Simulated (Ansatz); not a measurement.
# SiBr (bromosilane): the vertical energy of the quartet above the doublet, rung by rung

The species is SiBr (2 atoms), meant as a doublet with charge 0. SMILES: `[Si]Br`. The coordinates come from a GFN2-xTB relaxation.

```xyz
2

Si    0.0000    0.0000    0.0000
Br    0.0000    0.0000    2.3426
```

Each level gives the vertical energy of the quartet above the doublet (eV). The values are calculated.

| level | kind | program | value (eV) | less CCSD(T)/STO-3G | CPU time (all runs) |
| --- | --- | --- | --- | --- | --- |
| UHF/STO-3G | Hartree–Fock | Ansatz | 2.43 | -0.40 | 0.5 s |
| U-revPBE/STO-3G | GGA | Ansatz | 3.46 | +0.63 | 5.4 s |
| U-r2SCAN/STO-3G | meta-GGA | Ansatz | 3.22 | +0.39 | 17 s |
| UB3LYP/STO-3G | global hybrid | Ansatz | 3.59 | +0.76 | 3.8 s |
| U-wB97M-V/STO-3G | range-separated hybrid | Ansatz | 3.71 | +0.88 | 40 s |
| UB2PLYP/STO-3G | double hybrid | Ansatz | 3.35 | +0.52 | 4.3 s |
| RPA@PBE/STO-3G | RPA | Ansatz | 3.29 | +0.46 | 7.2 s |
| UMP2/STO-3G | perturbation theory | Ansatz | 2.73 | -0.10 | 0.58 s |
| UCCSD(T)/STO-3G | coupled cluster or CI | Ansatz | 2.83 | 0.00 | 1 s |
| UCCSDT(Q)/STO-3G | coupled cluster or CI | Ansatz | 2.84 | +0.01 | 5 s |

UCCSD(T)/STO-3G is the highest level here, not the true value. All-electron rows without a relativistic Hamiltonian named are non-relativistic. Spin-orbit coupling, which can split open shells on such heavy atoms by tenths of an eV, is left out. The values span 2.43 to 3.71 eV. All rows use very small basis sets, so none should be taken for the real molecule's value. In the correlated wave-function rows the outer d shell of Br is correlated, in sets not made for it. In so small a basis fixed costs decide the times, and correlated methods can beat functionals. CPU times are rough (shared hosts, several kinds of processor and program).
